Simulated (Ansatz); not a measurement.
Method: r2SCAN-D4/def2-SVP (Ansatz, a first-principles code). No frequencies were computed at this level.

Ansatz 0.2 input:
```yaml
crystal:
  periodic: [false, false, false]
  atoms:
    - { symbol: W, position_ang: [0.009904, 0.039375, -0.030691] }
    - { symbol: N, position_ang: [-1.876985, 0.614546, -0.553306] }
    - { symbol: H, position_ang: [-2.419674, 0.302897, -1.36351] }
    - { symbol: H, position_ang: [-2.468967, 1.30899, -0.089673] }
    - { symbol: N, position_ang: [0.818233, 1.508869, -1.167111] }
    - { symbol: H, position_ang: [0.260975, 2.172032, -1.716258] }
    - { symbol: H, position_ang: [1.791248, 1.769682, -1.341955] }
    - { symbol: C, position_ang: [-0.517727, -1.706914, 1.319098] }
    - { symbol: H, position_ang: [-1.610018, -1.868977, 1.379292] }
    - { symbol: H, position_ang: [-0.204443, -1.6135, 2.371708] }
    - { symbol: H, position_ang: [-0.119841, -2.688188, 1.012863] }
    - { symbol: C, position_ang: [2.203053, -0.401448, 0.411817] }
    - { symbol: H, position_ang: [2.754925, 0.454817, 0.840203] }
    - { symbol: H, position_ang: [2.793202, -0.675469, -0.481546] }
    - { symbol: H, position_ang: [2.401047, -1.222974, 1.120546] }
    - { symbol: C, position_ang: [-0.309763, 1.360221, 1.807121] }
    - { symbol: H, position_ang: [0.489355, 1.277455, 2.561225] }
    - { symbol: H, position_ang: [-1.235941, 1.17512, 2.373251] }
    - { symbol: H, position_ang: [-0.346116, 2.436082, 1.562818] }
    - { symbol: C, position_ang: [-0.171095, -1.448485, -1.757071] }
    - { symbol: H, position_ang: [-0.176872, -0.959806, -2.746877] }
    - { symbol: H, position_ang: [-1.07702, -2.074494, -1.753848] }
    - { symbol: H, position_ang: [0.657941, -2.172304, -1.813448] }
basis:
  gaussian: { orbitals: def2-svp }
hamiltonian:
  xc: r2scan
  dispersion: d4
relax:
  max_steps: 150
```

Output:

```
[...]
these checks for a lower state are left out or cut short: starts, cluster_reference, orbital_swaps, neighbouring_geometries, increment
2211 factors; their error is unknown
mean field -9205.64747300 eV, -338.3013048209 hartree, gradient 2.1e-5 eV, S^2 0.000000; 0 other end points of the search recorded, 0 dependent functions left out
reference -9205.64749673 eV, -338.3013056928 hartree; 34, 34 occupied and 162, 162 virtual orbitals, 2211 factors
relax step  32: F+E_penalty+E_count = -9205.81903801 eV  Δ(F+E_penalty+E_count) = -1.679e-3 eV  max|allowed force component| = 8.316e-2 eV/Å  Δτ_max = 0.0698 Å  (33 SCF iters, accepted)
these checks for a lower state are left out or cut short: starts, cluster_reference, orbital_swaps, neighbouring_geometries, increment
2211 factors; their error is unknown
mean field -9205.63547087 eV, -338.3008637506 hartree, gradient 1.6e-5 eV, S^2 0.000000; 0 other end points of the search recorded, 0 dependent functions left out
reference -9205.63549452 eV, -338.3008646199 hartree; 34, 34 occupied and 162, 162 virtual orbitals, 2211 factors
relax step  33: F+E_penalty+E_count = -9205.80683283 eV  Δ(F+E_penalty+E_count) = +1.221e-2 eV  max|allowed force component| = 9.067e-1 eV/Å  Δτ_max = 0.1963 Å  (41 SCF iters, rejected (line search))
these checks for a lower state are left out or cut short: starts, cluster_reference, orbital_swaps, neighbouring_geometries, increment
2211 factors; their error is unknown
mean field evaluation 256: about -9205.7321 eV, gradient 1.6e-1 eV
mean field -9205.64802084 eV, -338.3013249536 hartree, gradient 1.2e-5 eV, S^2 0.000000; 0 other end points of the search recorded, 0 dependent functions left out
reference -9205.64804457 eV, -338.3013258255 hartree; 34, 34 occupied and 162, 162 virtual orbitals, 2211 factors
relax step  34: F+E_penalty+E_count = -9205.81960656 eV  Δ(F+E_penalty+E_count) = -5.686e-4 eV  max|allowed force component| = 1.352e-1 eV/Å  Δτ_max = 0.0981 Å  (33 SCF iters, accepted)
these checks for a lower state are left out or cut short: starts, cluster_reference, orbital_swaps, neighbouring_geometries, increment
2211 factors; their error is unknown
mean field -9205.65049331 eV, -338.3014158151 hartree, gradient 9.8e-6 eV, S^2 0.000000; 0 other end points of the search recorded, 0 dependent functions left out
reference -9205.65051697 eV, -338.3014166847 hartree; 34, 34 occupied and 162, 162 virtual orbitals, 2211 factors
relax step  35: F+E_penalty+E_count = -9205.82200343 eV  Δ(F+E_penalty+E_count) = -2.397e-3 eV  max|allowed force component| = 2.955e-1 eV/Å  Δτ_max = 0.0959 Å  (34 SCF iters, accepted)
these checks for a lower state are left out or cut short: starts, cluster_reference, orbital_swaps, neighbouring_geometries, increment
2211 factors; their error is unknown
mean field -9205.65306545 eV, -338.3015103397 hartree, gradient 1.6e-5 eV, S^2 0.000000; 0 other end points of the search recorded, 0 dependent functions left out
reference -9205.65308910 eV, -338.3015112087 hartree; 34, 34 occupied and 162, 162 virtual orbitals, 2211 factors
relax step  36: F+E_penalty+E_count = -9205.82457292 eV  Δ(F+E_penalty+E_count) = -2.569e-3 eV  max|allowed force component| = 2.110e-1 eV/Å  Δτ_max = 0.0312 Å  (34 SCF iters, accepted)
these checks for a lower state are left out or cut short: starts, cluster_reference, orbital_swaps, neighbouring_geometries, increment
2211 factors; their error is unknown
mean field -9205.65501093 eV, -338.3015818347 hartree, gradient 1.5e-5 eV, S^2 0.000000; 0 other end points of the search recorded, 0 dependent functions left out
reference -9205.65503453 eV, -338.3015827021 hartree; 34, 34 occupied and 162, 162 virtual orbitals, 2211 factors
relax step  37: F+E_penalty+E_count = -9205.82649421 eV  Δ(F+E_penalty+E_count) = -1.921e-3 eV  max|allowed force component| = 1.066e-1 eV/Å  Δτ_max = 0.0457 Å  (33 SCF iters, accepted)
these checks for a lower state are left out or cut short: starts, cluster_reference, orbital_swaps, neighbouring_geometries, increment
2211 factors; their error is unknown
mean field evaluation 288: about -9205.6568 eV, gradient 1.9e-5 eV
mean field -9205.65683771 eV, -338.3016489674 hartree, gradient 2.0e-5 eV, S^2 0.000000; 0 other end points of the search recorded, 0 dependent functions left out
reference -9205.65686121 eV, -338.3016498310 hartree; 34, 34 occupied and 162, 162 virtual orbitals, 2211 factors
relax step  38: F+E_penalty+E_count = -9205.82828559 eV  Δ(F+E_penalty+E_count) = -1.791e-3 eV  max|allowed force component| = 1.486e-1 eV/Å  Δτ_max = 0.0794 Å  (33 SCF iters, accepted)
these checks for a lower state are left out or cut short: starts, cluster_reference, orbital_swaps, neighbouring_geometries, increment
2211 factors; their error is unknown
mean field -9205.65823893 eV, -338.3017004614 hartree, gradient 1.4e-5 eV, S^2 0.000000; 0 other end points of the search recorded, 0 dependent functions left out
reference -9205.65826234 eV, -338.3017013216 hartree; 34, 34 occupied and 162, 162 virtual orbitals, 2211 factors
relax step  39: F+E_penalty+E_count = -9205.82964772 eV  Δ(F+E_penalty+E_count) = -1.362e-3 eV  max|allowed force component| = 1.718e-1 eV/Å  Δτ_max = 0.0703 Å  (33 SCF iters, accepted)
these checks for a lower state are left out or cut short: starts, cluster_reference, orbital_swaps, neighbouring_geometries, increment
2211 factors; their error is unknown
mean field -9205.65963756 eV, -338.3017518601 hartree, gradient 1.5e-5 eV, S^2 0.000000; 0 other end points of the search recorded, 0 dependent functions left out
reference -9205.65966088 eV, -338.3017527170 hartree; 34, 34 occupied and 162, 162 virtual orbitals, 2211 factors
relax step  40: F+E_penalty+E_count = -9205.83101722 eV  Δ(F+E_penalty+E_count) = -1.370e-3 eV  max|allowed force component| = 1.779e-1 eV/Å  Δτ_max = 0.0468 Å  (33 SCF iters, accepted)
these checks for a lower state are left out or cut short: starts, cluster_reference, orbital_swaps, neighbouring_geometries, increment
2211 factors; their error is unknown
mean field -9205.66181112 eV, -338.3018317371 hartree, gradient 1.3e-5 eV, S^2 0.000000; 0 other end points of the search recorded, 0 dependent functions left out
reference -9205.66183435 eV, -338.3018325908 hartree; 34, 34 occupied and 162, 162 virtual orbitals, 2211 factors
relax step  41: F+E_penalty+E_count = -9205.83314876 eV  Δ(F+E_penalty+E_count) = -2.132e-3 eV  max|allowed force component| = 1.567e-1 eV/Å  Δτ_max = 0.0662 Å  (33 SCF iters, accepted)
these checks for a lower state are left out or cut short: starts, cluster_reference, orbital_swaps, neighbouring_geometries, increment
2211 factors; their error is unknown
mean field -9205.66292727 eV, -338.3018727546 hartree, gradient 1.5e-5 eV, S^2 0.000000; 0 other end points of the search recorded, 0 dependent functions left out
reference -9205.66295040 eV, -338.3018736049 hartree; 34, 34 occupied and 162, 162 virtual orbitals, 2211 factors
relax step  42: F+E_penalty+E_count = -9205.83420621 eV  Δ(F+E_penalty+E_count) = -1.057e-3 eV  max|allowed force component| = 1.253e-1 eV/Å  Δτ_max = 0.0547 Å  (33 SCF iters, accepted)
these checks for a lower state are left out or cut short: starts, cluster_reference, orbital_swaps, neighbouring_geometries, increment
2211 factors; their error is unknown
mean field evaluation 320: about -9205.6634 eV, gradient 3.4e-1 eV
mean field -9205.66365573 eV, -338.3018995250 hartree, gradient 1.5e-5 eV, S^2 0.000000; 0 other end points of the search recorded, 0 dependent functions left out
reference -9205.66367877 eV, -338.3019003717 hartree; 34, 34 occupied and 162, 162 virtual orbitals, 2211 factors
relax step  43: F+E_penalty+E_count = -9205.83490866 eV  Δ(F+E_penalty+E_count) = -7.025e-4 eV  max|allowed force component| = 1.310e-1 eV/Å  Δτ_max = 0.0637 Å  (33 SCF iters, accepted)
these checks for a lower state are left out or cut short: starts, cluster_reference, orbital_swaps, neighbouring_geometries, increment
2211 factors; their error is unknown
mean field -9205.66428910 eV, -338.3019228012 hartree, gradient 1.6e-5 eV, S^2 0.000000; 0 other end points of the search recorded, 0 dependent functions left out
reference -9205.66431214 eV, -338.3019236477 hartree; 34, 34 occupied and 162, 162 virtual orbitals, 2211 factors
relax step  44: F+E_penalty+E_count = -9205.83555327 eV  Δ(F+E_penalty+E_count) = -6.446e-4 eV  max|allowed force component| = 8.782e-2 eV/Å  Δτ_max = 0.0119 Å  (36 SCF iters, accepted)
these checks for a lower state are left out or cut short: starts, cluster_reference, orbital_swaps, neighbouring_geometries, increment
2211 factors; their error is unknown
mean field -9205.66462902 eV, -338.3019352930 hartree, gradient 1.6e-5 eV, S^2 0.000000; 0 other end points of the search recorded, 0 dependent functions left out
reference -9205.66465204 eV, -338.3019361390 hartree; 34, 34 occupied and 162, 162 virtual orbitals, 2211 factors
relax step  45: F+E_penalty+E_count = -9205.83589864 eV  Δ(F+E_penalty+E_count) = -3.454e-4 eV  max|allowed force component| = 3.106e-2 eV/Å  Δτ_max = 0.0070 Å  (36 SCF iters, accepted)
these checks for a lower state are left out or cut short: starts, cluster_reference, orbital_swaps, neighbouring_geometries, increment
2211 factors; their error is unknown
mean field -9205.66481593 eV, -338.3019421617 hartree, gradient 1.6e-5 eV, S^2 0.000000; 0 other end points of the search recorded, 0 dependent functions left out
reference -9205.66483891 eV, -338.3019430063 hartree; 34, 34 occupied and 162, 162 virtual orbitals, 2211 factors
relax step  46: F+E_penalty+E_count = -9205.83607286 eV  Δ(F+E_penalty+E_count) = -1.742e-4 eV  max|allowed force component| = 2.078e-2 eV/Å  Δτ_max = 0.0254 Å  (35 SCF iters, accepted)
these checks for a lower state are left out or cut short: starts, cluster_reference, orbital_swaps, neighbouring_geometries, increment
2211 factors; their error is unknown
mean field evaluation 352: about -9205.6649 eV, gradient 1.6e-5 eV
mean field -9205.66492928 eV, -338.3019463272 hartree, gradient 1.6e-5 eV, S^2 0.000000; 0 other end points of the search recorded, 0 dependent functions left out
reference -9205.66495223 eV, -338.3019471706 hartree; 34, 34 occupied and 162, 162 virtual orbitals, 2211 factors
relax step  47: F+E_penalty+E_count = -9205.83616716 eV  Δ(F+E_penalty+E_count) = -9.430e-5 eV  max|allowed force component| = 1.244e-2 eV/Å  Δτ_max = 0.0217 Å  (35 SCF iters, accepted)
these checks for a lower state are left out or cut short: starts, cluster_reference, orbital_swaps, neighbouring_geometries, increment
2211 factors; their error is unknown
mean field -9205.66496958 eV, -338.3019478081 hartree, gradient 1.6e-5 eV, S^2 0.000000; 0 other end points of the search recorded, 0 dependent functions left out
reference -9205.66499251 eV, -338.3019486508 hartree; 34, 34 occupied and 162, 162 virtual orbitals, 2211 factors
relax step  48: F+E_penalty+E_count = -9205.83619954 eV  Δ(F+E_penalty+E_count) = -3.238e-5 eV  max|allowed force component| = 6.745e-3 eV/Å  Δτ_max = 0.0131 Å  (35 SCF iters, accepted)
2211 factors; their error is unknown
mean field -9205.66496958 eV, -338.3019478081 hartree, gradient 2.3e-5 eV, S^2 0.000000; 1 other end points of the search recorded, 0 dependent functions left out
reference -9205.66499251 eV, -338.3019486508 hartree; 34, 34 occupied and 162, 162 virtual orbitals, 2211 factors
Total energy: -9205.83622247 eV, -338.3082412360 hartree
Atom 0 at     0.006912     0.077963    -0.220664 Å, force     0.002622     0.001401     0.002887 eV/Å
Atom 1 at    -1.488292     1.313852    -0.518278 Å, force     0.001588     0.000124    -0.004640 eV/Å
Atom 2 at    -1.753273     1.511387    -1.482729 Å, force     0.000845    -0.002003     0.004302 eV/Å
Atom 3 at    -2.088820     1.786600     0.150129 Å, force    -0.000426     0.001108     0.000946 eV/Å
Atom 4 at     1.032885     0.828336    -1.726872 Å, force    -0.001846    -0.006745    -0.000397 eV/Å
Atom 5 at     1.255748     1.822231    -1.796497 Å, force     0.001350     0.002874     0.000959 eV/Å
Atom 6 at     1.753179     0.301212    -2.223674 Å, force     0.000618     0.003359    -0.000691 eV/Å
Atom 7 at     0.017746    -1.734024     1.037332 Å, force     0.000876     0.000592    -0.000739 eV/Å
Atom 8 at    -1.031810    -2.050273     1.177153 Å, force     0.000004    -0.000668    -0.000264 eV/Å
Atom 9 at     0.482160    -1.637291     2.028183 Å, force    -0.000134     0.000736     0.000258 eV/Å
Atom 10 at     0.527328    -2.546930     0.488415 Å, force    -0.000173     0.000141    -0.000787 eV/Å
Atom 11 at     1.910647     0.295282     0.823470 Å, force    -0.003577     0.004708     0.002209 eV/Å
Atom 12 at     2.287926     1.328757     0.722581 Å, force     0.000185    -0.001935    -0.000646 eV/Å
Atom 13 at     2.607230    -0.359201     0.260011 Å, force     0.001700    -0.001687    -0.001371 eV/Å
Atom 14 at     1.939223     0.003767     1.881080 Å, force     0.000284    -0.000528    -0.000355 eV/Å
Atom 15 at    -0.612697     0.756448     1.806960 Å, force    -0.001143    -0.001410    -0.003813 eV/Å
Atom 16 at    -0.076117     0.314126     2.655292 Å, force     0.000715    -0.000474     0.001433 eV/Å
Atom 17 at    -1.689054     0.547019     1.938363 Å, force    -0.000745     0.000332     0.000335 eV/Å
Atom 18 at    -0.457172     1.849878     1.833611 Å, force    -0.000530     0.000828    -0.000211 eV/Å
Atom 19 at    -0.675408    -1.504804    -1.520962 Å, force     0.000358    -0.004888    -0.002227 eV/Å
Atom 20 at    -1.143637    -1.024597    -2.397744 Å, force     0.000628     0.000161     0.001400 eV/Å
Atom 21 at    -1.375541    -2.236730    -1.094848 Å, force     0.000006     0.001736     0.000404 eV/Å
Atom 22 at     0.216259    -2.055481    -1.875663 Å, force    -0.003205     0.002240     0.001010 eV/Å
Dipole moment:     0.050837     0.355781    -0.516963 e Å
```

Cost: around 15 core-minutes (rough).
